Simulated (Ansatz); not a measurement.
Cartesian coordinates in Å:
```
N 1.735 -1.699 2.082
Zn 0.735 -0.718 0.938
N -0.216 0.210 -0.320
Si 0.085 -0.111 -1.985
Si -1.370 1.366 0.224
H 1.245 -2.358 2.670
H 2.398 -1.197 2.657
H -1.136 -0.596 -2.691
H 1.136 -1.161 -2.090
H 0.560 1.102 -2.711
H -2.751 1.038 -0.229
H -1.060 2.741 -0.261
H -1.361 1.385 1.716
```

Total charge 0; spin multiplicity 1.

Q: List the PBE/def2-TZVPP orbital energies in eV (Ansatz 0.2.0). (An estimate is asked.)

A: Computed: Occupied: -9407.61, -1779.67, -1779.66, -1134.19, -999.98, -999.97, -999.90, -380.08, -380.02, -137.38, -137.37, -126.37, -94.12, -94.11, -94.11, -94.09, -94.09, -94.08, -83.77, -83.74, -83.62, -20.53, -20.15, -13.61, -13.07, -12.36, -11.95, -11.89, -11.89, -11.75, -11.04, -9.73, -9.23, -8.95, -8.85, -8.03, -8.01, -7.52, -6.14, -5.88. Lowest empty: -1.74, -0.71, -0.47, -0.11, 0.18, 0.57, 0.80, 0.87.
